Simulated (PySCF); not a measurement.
**Ionisation energy of Nb⁺ by level of theory**

Nb⁺ [Kr] 4d4 (5D) → Nb²⁺ [Kr] 4d3 (4F), as a difference of total energies. Computed with PySCF 2.14 in aug-cc-pVTZ-PP with ECP28MDF (6s6p5d3f2g, 88 functions), with scalar relativity through the core potential. Correlated levels: valence: 4s2 4p6 frozen. The calculations carry no spin-orbit coupling.

```json
{"method": "UHF", "ionisation energy (eV)": "13.053"}
{"method": "LDA", "ionisation energy (eV)": "14.728"}
{"method": "PBE", "ionisation energy (eV)": "14.487"}
{"method": "PBE0", "ionisation energy (eV)": "14.328"}
{"method": "wB97X", "ionisation energy (eV)": "13.832"}
{"method": "r2SCANh", "ionisation energy (eV)": "14.184"}
{"method": "MP2 (valence)", "ionisation energy (eV)": "13.598"}
```

Problem. Estimate what HSE06 gives.

Solution. 14.333 eV, closest to PBE0 among the rows shown.

Problem. Estimate what SCS-MP2 (valence) gives.

Solution. 13.235 eV, closest to UHF among the rows shown.

The reference lies between the lowest fine-structure levels, while these numbers refer to the centres of the terms.

Errors of the correlated levels include the incompleteness of this basis and the frozen core.

For comparison: 14.32 eV (semi-empirical (NIST evaluation); NIST Atomic Spectra Database, ionization energies).
